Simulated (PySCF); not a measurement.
F₂GaHSe. Atoms are numbered in the order given.

```xyz
5

Ga     0.0030     0.7482     0.0000
F      1.4496     1.7182     0.0000
F     -1.4928     1.6440     0.0000
Se     0.0504    -1.5261     0.0000
H     -1.4168    -1.5657     0.0000
```

Coordinates come from a ωB97X-D3(BJ)/def2-SVP optimisation. The structure was generated by enumeration; whether it is a known compound was not checked. One conformer was computed; it need not be the lowest.

Calculation: ωB97X-D3(BJ)/def2-SVP in PySCF 2.14.0.

Frequencies are harmonic and unscaled.

Computed normal modes with their intensities:
| mode | ν (cm⁻¹) | IR (km/mol) | Raman (Å⁴/amu) | depolarisation | moving atoms (share of kinetic energy) |
|---|---|---|---|---|---|
| 1 | 114 | 7.3 | 0.7 | 0.74 | F 60 %, Ga 25 %, Se 14 % |
| 2 | 171 | 30.6 | 0.8 | 0.75 | Ga 50 %, F 46 % |
| 3 | 188 | 29.9 | 1.2 | 0.59 | F 84 %, Se 13 % |
| 4 | 240 | 8.5 | 3.4 | 0.75 | H 96 % |
| 5 | 324 | 23.3 | 6.9 | 0.16 | Ga 44 %, Se 44 %, F 12 % |
| 6 | 662 | 1.7 | 6.8 | 0.74 | H 95 % |
| 7 | 711 | 81.5 | 5.1 | 0.10 | F 83 %, Ga 16 % |
| 8 | 752 | 73.9 | 1.6 | 0.74 | F 71 %, Ga 28 % |
| 9 | 2499 | 2.6 | 139.3 | 0.30 | H 99 % |
